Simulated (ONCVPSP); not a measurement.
## An all-electron radial function and its pseudo partner (fluorine (F))

Columns: radius, all-electron u(r) and pseudo u(r) of the 2p shell (level -11.30 eV) of fluorine in the configuration [He] 2s2 2p5; LDA (Perdew-Wang 92), scalar-relativistic, ONCV scheme, ONCVPSP 4.0.1.

```csv
r (bohr),all-electron,pseudo
0.057,0.0544,0.0241
0.115,0.1732,0.0942
0.172,0.3091,0.1996
0.230,0.4440,0.3307
0.288,0.5643,0.4710
0.345,0.6638,0.6036
0.402,0.7439,0.7199
0.460,0.8063,0.8142
0.518,0.8513,0.8807
0.575,0.8806,0.9203
0.632,0.8975,0.9380
0.690,0.9041,0.9387
0.747,0.9020,0.9278
0.805,0.8929,0.9095
0.862,0.8787,0.8879
0.920,0.8601,0.8642
0.977,0.8386,0.8400
1.035,0.8145,0.8147
1.092,0.7892,0.7891
1.150,0.7623,0.7623
1.208,0.7349,0.7348
1.265,0.7076,0.7076
1.322,0.6804,0.6804
1.380,0.6529,0.6529
1.438,0.6258,0.6258
1.495,0.5997,0.5997
```

Task: How many radial nodes do the two functions have?

Result: The all-electron 2p function has n − l − 1 = 0; the pseudo-wave has 0.

Task: At about which radius was the pseudo-wave matched?

Result: 1.15 bohr. The columns agree to 0.0005 from 1.03 bohr on; several derivatives are matched, so the curves merge somewhat inside the radius.

Task: Where does each function peak?

Result: Outermost all-electron maximum near 0.69 bohr, pseudo maximum near 0.69 bohr (to the table’s step).

Task: Is the pseudo-wave norm-conserving?

Result: Yes: the ONCV scheme keeps the norm inside the radius equal to the all-electron one, which fixes the energy derivative of the logarithmic derivative at the level.
